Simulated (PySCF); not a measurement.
Input file for PySCF: R-HF/3-21G on BH5O2Si (SMILES OB(O)[SiH3]).

```python
from pyscf import gto, scf, dft, mp
from pyscf.data.elements import chemcore

mol = gto.M(
    atom='''
    O    -1.25292730   -1.10776716   -0.40331902
    B    -0.57839982    0.02239067   -0.03441177
    O    -1.18678380    1.19529883    0.31627435
    Si    1.45182854   -0.04958868    0.03058180
    H    -2.21681680   -1.05179737   -0.40209231
    H    -2.15211989    1.19998635    0.30201589
    H     2.04896829    1.25284891   -0.35478249
    H     1.98808909   -1.10082564   -0.86799059
    H     1.89816170   -0.36054592    1.41372412
    ''',
    basis='3-21g',
    charge=0, spin=0, verbose=3, max_memory=1800)
mf = scf.RHF(mol)
mf.conv_tol = 1e-8
mf.max_cycle = 100
mf.kernel()
if not mf.converged:
    mf = mf.newton().run(mf.mo_coeff, mf.mo_occ)
```

It printed:

```
converged SCF energy = -463.821998919183
```

The calculation finished and met its thresholds.

Cost: about 0.5 core-seconds (a rough figure).
